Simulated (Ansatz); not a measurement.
Born–Oppenheimer molecular dynamics of CH4Cl2Si (8 atoms, charge 0, multiplicity 1). It starts at the highest image of a converged band. Of that band: Neighbouring images differ by up to 1.8 eV, so the band resolves the path poorly. A vibrational analysis at the climbing image gives one clearly imaginary mode, 1512i cm⁻¹: a first-order saddle point.

Method: RKS BHLYP/def2-SVP in Ansatz.

| Item | Value |
| --- | --- |
| ensemble | NVE (velocity Verlet) |
| time step | 0.5 fs |
| steps asked | 200 |
| starting velocities drawn for | 100 K |
| seed | 7715 |

First frame:

```xyz
8
Properties=species:S:1:pos:R:3
Si -0.820 -1.002 -0.229
Cl 0.783 -2.163 -0.825
Cl -1.586 0.010 -1.860
H -0.710 -0.269 1.056
C 0.414 0.665 0.451
H 0.920 0.772 -0.512
H -0.136 1.577 0.690
H 1.135 0.409 1.229
```

(1) How far do the bonds stretch over the last three quarters of this one trajectory? (Pairs bonded in most of those frames.)

Answers

(1) 
```json
{"bond": "Si1–Cl2", "mean (Å)": "2.088", "spread (Å)": "0.038", "shortest": "2.00", "longest": "2.15"}
{"bond": "Si1–Cl3", "mean (Å)": "2.088", "spread (Å)": "0.031", "shortest": "2.01", "longest": "2.14"}
{"bond": "Si1–H4", "mean (Å)": "1.563", "spread (Å)": "0.133", "shortest": "1.32", "longest": "1.85"}
{"bond": "Si1–C5", "mean (Å)": "1.907", "spread (Å)": "0.171", "shortest": "1.66", "longest": "2.18"}
{"bond": "C5–H6", "mean (Å)": "1.123", "spread (Å)": "0.041", "shortest": "1.08", "longest": "1.26"}
{"bond": "C5–H7", "mean (Å)": "1.101", "spread (Å)": "0.016", "shortest": "1.08", "longest": "1.15"}
{"bond": "C5–H8", "mean (Å)": "1.101", "spread (Å)": "0.016", "shortest": "1.08", "longest": "1.14"}
```

Mean temperature of the second half: 2417 K. The conserved energy stayed within 0.58 meV per atom of its start (net change -0.57 meV per atom), so the integration is sound. The kinetic energy rose, since the run started high on the potential surface and went downhill. A run of 0.1 ps of so small a system gives no equilibrium averages. The orbitals stay closed-shell, which can raise the energy where a bond breaks towards radicals; this wasn't checked here.

Run time: 4 min on 2 threads of Intel(R) Xeon(R) 6975P-C (Granite Rapids), on a shared host, peak memory 0.2 GiB.
